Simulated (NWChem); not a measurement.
System: CH5AlO3; SMILES [O]([Al]([OH])[OH])C

Input file for NWChem:

```
start job
memory heap 200 mb stack 900 mb global 1100 mb
geometry units angstroms noautosym nocenter noautoz
  Al     0.068714     0.495615     0.000000
  O      1.202866     1.778878     0.000000
  H      2.154624     1.592221     0.000000
  O     -1.611225     0.825591     0.000000
  H     -1.936398     1.739028     0.000000
  O      0.612219    -1.120859     0.000000
  C     -0.027606    -2.369445     0.000000
  H      0.267935    -2.962526    -0.895874
  H      0.267935    -2.962526     0.895874
  H     -1.139985    -2.296260     0.000000
end
basis spherical
  * library 6-311g**
end
dft
  xc b3lyp
  iterations 150
end
property
  shielding 9 1 2 3 4 5 6 7 8 10
end
task dft property
```

Structure relaxed at the PBE-D3(BJ)/def2-SVP level.

GIAO values for the isolated, static molecule; σ is the absolute isotropic shielding.

Atoms are numbered as in the input.

Question: What results follow from this input? (B3LYP/6-311G** (spherical d), GIAO.) Quantities: basis functions; σ O2 (ppm); σ H3 (ppm); σ O4 (ppm); σ H5 (ppm); σ O6 (ppm); σ C7 (ppm); σ H8 (rotor mean) (ppm).

Answer: number of basis functions: 128
σ O2 (ppm): 326.3
σ H3 (ppm): 30.62
σ O4 (ppm): 334.5
σ H5 (ppm): 30.71
σ O6 (ppm): 331.5
σ C7 (ppm): 126.6
σ H8 (rotor mean) (ppm): 27.73
